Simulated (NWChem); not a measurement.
## Correlation energy of Ga (+1)

```xyz
1

Ga     0.0000     0.0000     0.0000
```
Charge +1, spin multiplicity 1.

All runs are NWChem calculations.

Basis set: def2-TZVP. Each correlation energy counts from its own Hartree-Fock reference.

The Hamiltonian is non-relativistic. The correlated methods keep 9 core orbitals frozen. No row is a measurement; the coupled-cluster row has its own basis-set and correlation limits.

```csv
method,correlation energy (mHa)
MP2,-165.9
SCS-MP2,?
CR-CCSD[T],-175.0
CR-CCSD(T),?
CCSD,?
CCSD+T(CCSD),-176.1
CCSD(T),-174.9
```

Task: What belongs in the gaps?

Result: 
- SCS-MP2, correlation energy (mHa): -155.8
- CR-CCSD(T), correlation energy (mHa): -173.9
- CCSD, correlation energy (mHa): -168.4
